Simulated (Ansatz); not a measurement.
Basis-set extrapolation for AlH₅O₃Si, SMILES `O[SiH2][Al]([OH])[OH]` (PBE0-D4/def2-TZVP geometry, frozen core, Ansatz). Multiplicity 1, RHF reference.

```
                      def2-TZVPP   def2-QZVPP
                 HF  -758.642027  -758.669778
    MP2 correlation    -0.921879    -0.997761
CCSD(T) correlation    -0.982274      not run
```

Energies in hartree. Use E(X) = E(∞) + A·exp(−7.88·√X) for Hartree–Fock and E(X) = E(∞) + B·X^(−2.97) for correlation, with X = 3 and 4, and add CCSD(T) minus MP2 of the smaller set to the MP2 limit.

What is the CCSD(T) energy at the basis-set limit?

HF limit: -758.669778 + (-0.027751) × 0.13774 = -758.67360. MP2 limit: -0.997761 + (-0.075882) × 0.74074 = -1.05397. Higher-order term: -0.982274 − (-0.921879) = -0.06039. Total: -759.78796 hartree, 429.7 kJ/mol below CCSD(T)/def2-TZVPP.
